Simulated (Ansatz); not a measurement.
Reaction (formal hydrolysis of a Ga–S bond): `[SH][Ga]([Cl])[Cl]` + H₂O → `[OH][Ga]([Cl])[Cl]` + H₂S

Calculated with Ansatz (gas phase, PBE0-D4/def2-TZVP geometries, no zero-point term in ΔE). CCSD(T)/CBS adds triple-zeta CCSD(T) − MP2 to the extrapolated MP2 energy (def2 sets, frozen cores). This one scheme is used for every species. Functionals use def2-TZVPP. HSE06 is defined as in plane-wave codes. For Ga outer-core shells are correlated without core-valence functions, which leaves a few kJ/mol of doubt a bond. Scalar relativity is left out up to krypton. One conformer a species, not always the lowest.

`[SH][Ga]([Cl])[Cl]`:

```xyz
5

S    -1.151   -0.261    1.291
Ga    0.285    0.378   -0.212
Cl    0.924    2.399   -0.289
Cl    1.081   -0.988   -1.634
H    -1.138   -1.528    0.843
```

H₂O:

Cartesian coordinates in Å:
```
O -0.074 -0.374 -0.079
H -0.578 0.393 -0.360
H 0.652 -0.019 0.439
```

`[OH][Ga]([Cl])[Cl]`:

Z-matrix (Å, degrees):
```
Ga
O 1 1.765
Cl 1 2.123 2 120.6
Cl 1 2.109 2 118.8 3 -180.0
H 2 0.961 1 112.9 3 -0.1
```

H₂S:

```xyz
3

S     0.037   -0.351   -0.509
H    -0.969    0.283    0.111
H     0.932    0.068    0.398
```

| level | ΔE (kJ/mol) | difference from CCSD(T)/CBS |
| --- | --- | --- |
| LDA (SPW92) | 38.7 | -0.4 |
| r2SCAN-D4 | 36.5 | -2.6 |
| r2SCANh-D4 | 38.1 | -1.0 |
| HSE06-D4 | 44.1 | 5.0 |
| revPBE | 37.4 | -1.7 |
| PBE0 | 41.1 | 2.0 |
| r2SCANh | 37.3 | -1.8 |
| HSE06 | 41.3 | 2.2 |
| CCSD/def2-SVP | 23.1 | -16.0 |
| CCSD/CBS(def2) | 38.0 | -1.1 |
| CCSD(T)/CBS | 39.1 | 0 |

Largest T1 diagnostic among the species: 0.012.

From BLYP to BHLYP (50 % exact exchange), in def2-TZVPP and without D4, ΔE moves by +4.0 kJ/mol. The D4 term adds +5.2 kJ/mol with B3LYP and +2.8 kJ/mol with PBE0; it sums over pairs of atoms, weighted by their polarisabilities, and B3LYP, whose exchange is more repulsive, gets the larger term.

B3LYP here is the variant with VWN-RPA as its local correlation; programs differ in this.
